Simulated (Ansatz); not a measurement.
C2H5BF2 can be A, `FCBCF`, or B, `CC(F)BF`.

Isolated molecules relaxed with PBE0-D4/def2-TZVP in Ansatz; ΔE leaves out vibrations. CBS: MP2 limit from def2 TZ/QZ plus the TZ coupled-cluster correction, frozen cores. Functionals use def2-TZVPP. B3LYP here is the variant with VWN-RPA as its local correlation; programs differ in this. Each species was taken in one conformer, which may not be the lowest.

Q: Which is lower in electronic energy at CCSD(T)/CBS, and by how much? (Best estimate.)

A: Computed: B, by 48.6 kcal/mol.

Q: Give E(B) − E(A) in kcal/mol with MP2/def2-TZVPP, ωB97M-V, B3LYP, B2PLYP, PBE-D4, PBE0-D4, CCSD(T)/def2-TZVPP. (Best estimate.)

A: The calculation gave: MP2/def2-TZVPP -50.5, ωB97M-V -47.0, B3LYP -45.9, B2PLYP -47.8, PBE-D4 -45.0, PBE0-D4 -46.1, CCSD(T)/def2-TZVPP -48.8. None reverses the order clearly.

Largest T1 diagnostic: 0.012.

In def2-TZVPP, CCSD(T) changes the Hartree–Fock value by −0.9 kcal/mol (the triples alone add −0.2 kcal/mol) and MP2 by −2.6 kcal/mol. From PBE to PBE0 (25 % exact exchange), in def2-TZVPP and without D4, E(B) − E(A) moves by −1.2 kcal/mol.
